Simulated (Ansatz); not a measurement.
Molecule: chloro(trimethyl)silane, C3H9ClSi, net charge 0, singlet state. 
Geometry from a B3LYP-D3(BJ)/def2-TZVP (Ansatz, a first-principles code) optimisation:
```
Si
C 1 1.8663
H 2 1.0913 1 111.01
H 2 1.0913 3 108.07 1 -121.96
H 2 1.0932 3 108.13 4 -116.81
C 1 1.8663 2 111.48 3 57.24
H 6 1.0913 1 111.01 2 -177.46
H 6 1.0913 7 108.07 1 -121.96
H 6 1.0932 7 108.13 8 -116.81
C 1 1.8663 2 111.48 3 -177.46
H 10 1.0913 1 111.01 2 57.24
H 10 1.0913 11 108.07 1 -121.96
H 10 1.0932 11 108.13 12 -116.81
Cl 1 2.0920 2 107.37 3 -60.11
```

Wanted: vertical ionisation energy (to the doublet state of charge +1; each state is the SCF solution reached for its spin; the molecule has degenerate orbitals, so one determinant may break the symmetry; for the doublet T1 is 0.048), in eV. Valence correlation only, unless marked. UHF or UKS for open shells. No spin-orbit coupling. Non-relativistic.  The program attaches cautions to a run behind CCSD/aug-cc-pV(D+d)Z: other roots.

```
level                   program  vertical ionisation energy (eV)
----------------------  -------  -------------------------------
SVWN5/def2-TZVPD         Ansatz                            10.01
PBE/def2-TZVPD           Ansatz                             9.87
PBE0/def2-TZVPD          Ansatz                            10.28
wB97X-V/def2-TZVPD       Ansatz                            10.66
RI-MP2/aug-cc-pV(T+d)Z   Ansatz                            11.22
CCSD/aug-cc-pV(D+d)Z     Ansatz                            10.67
```
